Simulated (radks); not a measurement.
Values are calculated unless marked as measured or tabulated.
Spin polarisation of the 5p1 shell in Te3+. Start: [Kr] 4d10 5s2 5p(up 0.5, down 0.5); electrons of 5p are moved from spin down to spin up, other shells keep equal spins. Level of theory: non-relativistic Kohn-Sham, PBE, spin-polarised, spherical densities, point nucleus (a radial shooting solver on a logarithmic mesh with Libxc functionals).

\begin{tabular}{lrrrrrr}
moment (Bohr magnetons) & E - E(0) (eV) & e(5p up) (eV) & e(5p down) (eV) & 5s down minus up (eV) & 4d down minus up (eV) & 4p down minus up (eV) \\ \hline
0 & 0.000 & -31.451 & -31.451 & 0.000 & 0.000 & 0.000 \\
0.25 & -0.016 & -31.580 & -31.317 & 0.254 & 0.040 & 0.023 \\
0.5 & -0.066 & -31.704 & -31.178 & 0.508 & 0.080 & 0.046 \\
0.75 & -0.148 & -31.823 & -31.034 & 0.762 & 0.120 & 0.070 \\
1 & -0.263 & -31.936 & -30.885 & 1.014 & 0.161 & 0.093 \\
\end{tabular}

At moment 1 the spin-polarisation energy is -0.263 eV and the 5p exchange splitting 1.051 eV, that is 1.051 eV per Bohr magneton; E = -I m^2/4 would give I = 1.052 eV.
